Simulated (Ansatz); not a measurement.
```yaml
crystal:
  periodic: [false, false, false]
  atoms:
    - {symbol: O, position_ang: [1.348615, 0.127029, 1.029271]}
    - {symbol: C, position_ang: [0.341689, 0.247125, 0.103359]}
    - {symbol: Si, position_ang: [-0.674383, -1.338247, -0.040535]}
    - {symbol: N, position_ang: [0.701137, 0.989450, -1.278450]}
    - {symbol: C, position_ang: [-0.035021, 1.508053, -0.428873]}
    - {symbol: F, position_ang: [-0.643248, 2.650338, -0.244162]}
    - {symbol: H, position_ang: [1.835930, 0.955387, 1.107433]}
    - {symbol: H, position_ang: [-1.305406, -1.645365, 1.266975]}
    - {symbol: H, position_ang: [-1.713403, -1.100655, -1.070435]}
    - {symbol: H, position_ang: [0.227087, -2.444416, -0.441581]}
basis:
  gaussian: {orbitals: def2-mTZVPP, fitting: {mean_field: cc-pVTZ-jkfit}}
magnetization: {spin_polarized: true, initial_magnetization: 1}
hamiltonian: {xc: {name: B97M-V}}
output: {forces: true}
```

```sh
$ ansatz run in.yaml --threads 4 --pin off --events-out ev --progress --plain --max-ram 10444MiB
```

It prints (some lines left out):

```
Error: a molecule whose nuclei and cores have a total charge of 54 cannot have a net charge of 0 together with 1 unpaired electrons
```

In this input the number of unpaired electrons doesn't fit the electron count. The program refused the input.
